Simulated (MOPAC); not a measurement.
Input for MOPAC: AM1 on CH8GeSi (SMILES [SiH3][CH2][GeH3]), a point of a torsion scan.

```
AM1 1SCF PRECISE CHARGE=0 THREADS=1
CH8GeSi

Si     1.52904740 1     0.64155787 1    -0.03085715 1
C      0.23939098 1    -0.75303908 1    -0.09814732 1
Ge    -1.62421713 1    -0.12862030 1     0.05882435 1
H      2.86418503 1     0.04956827 1    -0.15946348 1
H      1.29423952 1     1.57724277 1    -1.13322602 1
H      1.42057435 1     1.34505707 1     1.24935355 1
H      0.43739957 1    -1.46668198 1     0.70097700 1
H      0.34705515 1    -1.29968256 1    -1.03448188 1
H     -2.43804523 1    -0.49282636 1    -1.14568200 1
H     -1.73329163 1     1.35578007 1     0.21400418 1
H     -2.31763263 1    -0.73413484 1     1.24158254 1
```

The log:

```
*******************************************************************************
 **                                                                           **
 **                              MOPAC v23.2.5                                **
 **                                                                           **
 *******************************************************************************
 ** MOPAC's Digital Object Identifier: https://doi.org/10.5281/zenodo.6511958 **
 **                                                                           **
 ** Please cite the open-source release paper for use of this MOPAC version:  **
 ** J. E. Moussa and J. J. P. Stewart (2026)                                  **
 ** MOPAC: An open-source semiempirical molecular orbital program             **
 ** J. Open Source Softw., 11(119), 8025, https://doi.org/10.21105/joss.08025 **
 *******************************************************************************

                              AM1 CALCULATION RESULTS

 *******************************************************************************
 *  AM1        - The AM1 Hamiltonian to be used
 *
 *
 *
 *                 CHARGE ON SYSTEM = 0
 *
 *
 *
 *  PRECISE    - TIGHTER CRITERIA TO BE USED
 *  1SCF       - DO 1 SCF AND THEN STOP
 *  THREADS=1  - MULTI-THREADING NOT USED
 *  T=         - A TIME OF 172800.0 SECONDS REQUESTED
 *  DUMP=N     - RESTART FILE WRITTEN EVERY 7200.0 SECONDS REQUESTED
 *******************************************************************************
AM1 1SCF PRECISE CHARGE=0 THREADS=1
 CH8GeSi

   ATOM   CHEMICAL          X               Y               Z
  NUMBER   SYMBOL      (ANGSTROMS)     (ANGSTROMS)     (ANGSTROMS)

     1      Si          1.52904740  *   0.64155787  *  -0.03085715  *
     2       C          0.23939098  *  -0.75303908  *  -0.09814732  *
     3      Ge         -1.62421713  *  -0.12862030  *   0.05882435  *
     4       H          2.86418503  *   0.04956827  *  -0.15946348  *
     5       H          1.29423952  *   1.57724277  *  -1.13322602  *
     6       H          1.42057435  *   1.34505707  *   1.24935355  *
     7       H          0.43739957  *  -1.46668198  *   0.70097700  *
     8       H          0.34705515  *  -1.29968256  *  -1.03448188  *
     9       H         -2.43804523  *  -0.49282636  *  -1.14568200  *
    10       H         -1.73329163  *   1.35578007  *   0.21400418  *
    11       H         -2.31763263  *  -0.73413484  *   1.24158254  *



          CARTESIAN COORDINATES

    NO.       ATOM           X           Y           Z

     1        Si          1.5290      0.6416     -0.0309
     2         C          0.2394     -0.7530     -0.0981
     3        Ge         -1.6242     -0.1286      0.0588
     4         H          2.8642      0.0496     -0.1595
     5         H          1.2942      1.5772     -1.1332
     6         H          1.4206      1.3451      1.2494
     7         H          0.4374     -1.4667      0.7010
     8         H          0.3471     -1.2997     -1.0345
     9         H         -2.4380     -0.4928     -1.1457
    10         H         -1.7333      1.3558      0.2140
    11         H         -2.3176     -0.7341      1.2416

  H: (AM1): M.J.S. DEWAR ET AL, J. AM. CHEM. SOC. 107 3902-3909 (1985)
  C: (AM1): M.J.S. DEWAR ET AL, J. AM. CHEM. SOC. 107 3902-3909 (1985)
 Si: (AM1): M.J.S.DEWAR, C. JIE, ORGANOMETALLICS, 6, 1486-1490 (1987).
 Ge: (AM1): M.J.S.Dewar and C.Jie, Organometallics, 8, 1544, (1989)

           Empirical Formula: C H8 Si Ge  =    11 atoms



      MOLECULAR POINT GROUP   :   Cs


      RHF CALCULATION, NO. OF DOUBLY OCCUPIED LEVELS = 10


 -------------------------------------------------------------------------------
 AM1 1SCF PRECISE CHARGE=0 THREADS=1
 CH8GeSi



     1SCF WAS SPECIFIED, SO BFGS WAS NOT USED
     SCF FIELD WAS ACHIEVED


                              AM1 CALCULATION
                                                       MOPAC v23.2.5 Linux




          FINAL HEAT OF FORMATION =         16.48487 KCAL/MOL =      68.97270 KJ/MOL


          COSMO AREA              =        134.36 SQUARE ANGSTROMS
          COSMO VOLUME            =        130.09 CUBIC ANGSTROMS

          IONIZATION POTENTIAL    =         10.842717 EV
          HOMO LUMO ENERGIES (EV) =        -10.843  0.785
          NO. OF FILLED LEVELS    =         10
          MOLECULAR WEIGHT        =        120.7497         POINT GROUP:  Cs

          MOLECULAR DIMENSIONS (Angstroms)

            Atom       Atom       Distance
            H    11    H     4     5.42479
            H     6    H     9     3.59106
            H     7    H    10     3.23991


          SCF CALCULATIONS        =          1





   ATOM   CHEMICAL          X               Y               Z
  NUMBER   SYMBOL      (ANGSTROMS)     (ANGSTROMS)     (ANGSTROMS)

     1      Si          1.52904740  *   0.64155787  *  -0.03085715  *
     2       C          0.23939098  *  -0.75303908  *  -0.09814732  *
     3      Ge         -1.62421713  *  -0.12862030  *   0.05882435  *
     4       H          2.86418503  *   0.04956827  *  -0.15946348  *
     5       H          1.29423952  *   1.57724277  *  -1.13322602  *
     6       H          1.42057435  *   1.34505707  *   1.24935355  *
     7       H          0.43739957  *  -1.46668198  *   0.70097700  *
     8       H          0.34705515  *  -1.29968256  *  -1.03448188  *
     9       H         -2.43804523  *  -0.49282636  *  -1.14568200  *
    10       H         -1.73329163  *   1.35578007  *   0.21400418  *
    11       H         -2.31763263  *  -0.73413484  *   1.24158254  *

                             CARTESIAN COORDINATES

   1   Si        1.529047400     0.641557870    -0.030857150
   2    C        0.239390980    -0.753039080    -0.098147320
   3   Ge       -1.624217130    -0.128620300     0.058824350
   4    H        2.864185030     0.049568270    -0.159463480
   5    H        1.294239520     1.577242770    -1.133226020
   6    H        1.420574350     1.345057070     1.249353550
   7    H        0.437399570    -1.466681980     0.700977000
   8    H        0.347055150    -1.299682560    -1.034481880
   9    H       -2.438045230    -0.492826360    -1.145682000
  10    H       -1.733291630     1.355780070     0.214004180
  11    H       -2.317632630    -0.734134840     1.241582540


           Empirical Formula: C H8 Si Ge  =    11 atoms



      MOLECULAR POINT GROUP   :   Cs


                  EIGENVALUES
 -28.47864 -15.73502 -15.14114 -14.24326 -12.98908 -11.96311 -11.89392 -11.31232
 -11.25545 -10.84272   0.78527   0.97247   1.00710   1.58135   1.71462   1.83799
   2.21962   2.89807   4.43551   5.07040


              NET ATOMIC CHARGES AND DIPOLE CONTRIBUTIONS

  ATOM NO.   TYPE          CHARGE      No. of ELECS.   s-Pop       p-Pop
    1         Si           0.747263        3.2527     0.85439     2.39834
    2          C          -0.563612        4.5636     1.29157     3.27204
    3         Ge           0.350036        3.6500     0.88239     2.76757
    4          H          -0.172578        1.1726     1.17258
    5          H          -0.173508        1.1735     1.17351
    6          H          -0.173520        1.1735     1.17352
    7          H           0.092749        0.9073     0.90725
    8          H           0.092753        0.9072     0.90725
    9          H          -0.067806        1.0678     1.06781
   10          H          -0.064002        1.0640     1.06400
   11          H          -0.067775        1.0678     1.06777
 DIPOLE           X         Y         Z       TOTAL
 POINT-CHG.    -0.097     0.399     0.044     0.413
 HYBRID         0.116    -0.626    -0.066     0.640
 SUM            0.019    -0.227    -0.023     0.229


          ATOMIC ORBITAL ELECTRON POPULATIONS

     Atom    s        px        py        pz
    1 Si   0.85439   0.79288   0.78636   0.81910
    2  C   1.29157   1.08987   1.12535   1.05682
    3 Ge   0.88239   0.88324   0.93862   0.94571
    4  H   1.17258
    5  H   1.17351
    6  H   1.17352
    7  H   0.90725
    8  H   0.90725
    9  H   1.06781
   10  H   1.06400
   11  H   1.06777

 **********************
 *                    *
 * JOB ENDED NORMALLY *
 *                    *
 **********************




 == MOPAC DONE ==
```

The run finished.

Cost: around 0.04 core-seconds (rough).
